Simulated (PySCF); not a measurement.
Si(Me)2 cation (C2H6Si), SMILES C[Si]C (connectivity only; charge and spin as stated), charge +1, multiplicity 2.

Coordinates come from a PBE-D3(BJ)/def2-TZVP optimisation. The multiplicity is an assumed one; other spin states were not compared. The isomer is the one that the SMILES or the coordinates give; other isomers of the formula were not compared.

Method: B3LYP/def2-TZVPD run with PySCF.

Gas-phase values at a fixed geometry.

Task: Estimate the frontier levels, dipole moment and polarisability. (The exact figures need the calculation; the answer reports its results.)

Result: 
```
Quantity                                                            Value
------------------------------------------------  -----------------------
α spin, highest occupied and lowest empty level       -12.51 and -8.71 eV
β spin, highest occupied and lowest empty level       -14.93 and -9.42 eV
dipole moment about the centre of nuclear charge                   0.20 D
mean static polarisability                           47.4 bohr³ (7.02 Å³)
polarisability, principal values                   39.2, 42.9, 60.0 bohr³
⟨S²⟩                                              0.752 (pure state 0.75)
```
